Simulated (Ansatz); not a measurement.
`[F][GeH2][I]` + `OCF` → `O[CH](F)[GeH2][F]` + HI  (formal exchange of groups at a Ge–I bond)

Program: Ansatz. Geometries: PBE0-D4/def2-TZVP. ΔE: electronic, gas phase. CBS: MP2 limit from def2 TZ/QZ plus the TZ coupled-cluster correction, frozen cores. DFT in def2-TZVPP. Elements past krypton have def2 core potentials. For Ge, I outer-core shells are correlated without core-valence functions, which leaves a few kJ/mol of doubt a bond. Scalar relativity is left out up to krypton. Each species was taken in one conformer, which may not be the lowest.

`[F][GeH2][I]`:

Cartesian coordinates in Å:
```
F -0.948 -1.436 0.009
Ge -0.134 0.088 -0.127
I 1.917 -0.045 1.282
H -1.087 1.145 0.435
H 0.252 0.248 -1.599
```

`OCF`:

Cartesian coordinates in Å:
```
O -1.001 0.334 -0.239
C 0.169 -0.261 0.151
F 0.943 0.606 0.898
H -0.811 1.003 -0.904
H 0.792 -0.575 -0.695
H -0.092 -1.107 0.788
```

`O[CH](F)[GeH2][F]`:

```xyz
9

O     1.139   -0.413   -1.163
C     0.721    0.278   -0.049
F     0.752    1.644   -0.287
Ge   -1.147   -0.278    0.317
F    -1.536    0.423    1.864
H     2.084   -0.283   -1.294
H     1.374    0.114    0.818
H    -1.263   -1.797    0.496
H    -2.124    0.313   -0.703
```

HI:

```xyz
2

I    -0.646    0.478   -0.048
H     0.646   -0.478    0.048
```

```json
{"level": "r2SCAN-D4", "ΔE (kJ/mol)": "120.5"}
{"level": "r2SCAN", "ΔE (kJ/mol)": "121.0"}
```

What does CCSD(T)/CBS give? (An estimate is asked.)

Computed: +119.5 kJ/mol. The listed levels differ from it by 1.0, 1.5 kJ/mol.

Largest T1 diagnostic among the species: 0.012.

In def2-TZVPP, CCSD(T) changes the Hartree–Fock value by −20.8 kJ/mol (the triples alone add −1.1 kJ/mol) and MP2 by −11.7 kJ/mol. From PBE to PBE0 (25 % exact exchange), in def2-TZVPP and without D4, ΔE moves by +5.6 kJ/mol.
